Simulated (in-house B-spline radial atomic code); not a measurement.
Ionising Ti8+ with different functionals

Computed with an all-electron radial atomic-structure program (B-spline basis): scalar-relativistic (spin-free X2C) Hamiltonian, Fermi nucleus of rms radius 3.5921 fm, spin-polarised at highest spin, spherical fractional occupations for the functionals, the average over the highest-spin determinants for Hartree-Fock. The ionisation energy is the difference of two self-consistent energies, [Ne] 3s2 3p2 → [Ne] 3s2 3p1, without Breit or QED terms; ε is the level of the shell that loses the electron (its least bound occupied spin orbital).

Hybrids are left out here: with spherical fractional occupations of an open shell their exact exchange keeps a self-interaction that integer-occupation calculations don't have.

```
           method          rung  ΔSCF (eV)  -ε(3p) (eV)
     Hartree-Fock  Hartree-Fock     191.39       191.81
         LDA VWN5           LDA     192.52       180.68
         LDA PW92           LDA     192.50       180.66
LDA exchange-only           LDA     190.92       179.13
              PBE           GGA     192.54       180.78
           PBEsol           GGA     192.43       180.65
             BLYP           GGA     192.50       180.65
             RPBE           GGA          ?            ?
             PW91           GGA          ?            ?
             BP86           GGA     192.62       180.83
             AM05           GGA     192.39       180.60
             OLYP           GGA     193.03       181.30
             TPSS      meta-GGA     192.70       181.03
             SCAN      meta-GGA     192.94       181.50
           r2SCAN      meta-GGA     192.84       181.42
          revTPSS      meta-GGA     192.56       180.90
```

Problem. What does PW91 give?

Solution. ΔSCF 192.70 eV, and -ε(3p) = 180.92 eV.

Problem. What does RPBE give?

Solution. ΔSCF 192.52 eV, and -ε(3p) = 180.79 eV.

Problem. How do they compare with the NIST value?

Solution. NIST lists 192.1 eV ± 0.4 (semi-empirical, ground level to ground level). Errors run from -1.18 to +0.93 eV; AM05 is closest (+0.29 eV), though others lie within the uncertainty of it, and part of that can be cancellation, since the calculations leave out spin-orbit coupling, Breit-QED terms, multiplet and fine-structure energies. Hartree-Fock also lacks correlation.
